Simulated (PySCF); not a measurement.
These are TPSSh-D3(BJ)/def2-TZVP // r2SCAN-D4/def2-SVP (PySCF) values and carry that method's errors. Isolated molecules, 0 K electronic values unless said otherwise. One relaxed conformer stands for a flexible species; it need not be the lowest. 

Reference species: [Hf(H)4] (neutral, multiplicity 1).

The HOMO comes out as -7.89 eV, the charge on the central atom (Mulliken) comes out as 0.84 e and the mean distance from the central atom to its bonded neighbours is 1.847 Å.

Changed species: [Hf(CH3)2(H)2] (2 of 4 CH3 replaced by H; the reference has 4 of 4 CH3 replaced by H).

Problem. Give the shifts of the HOMO, charge on the central atom (Mulliken) and mean distance from the central atom to its bonded neighbours.

Solution. the HOMO rises by 0.79 eV, to -7.10 eV; the charge on the central atom (Mulliken) rises by 0.18 e, to 1.02 e; the mean distance from the central atom to its bonded neighbours goes up by 0.180 Å, to 2.027 Å.
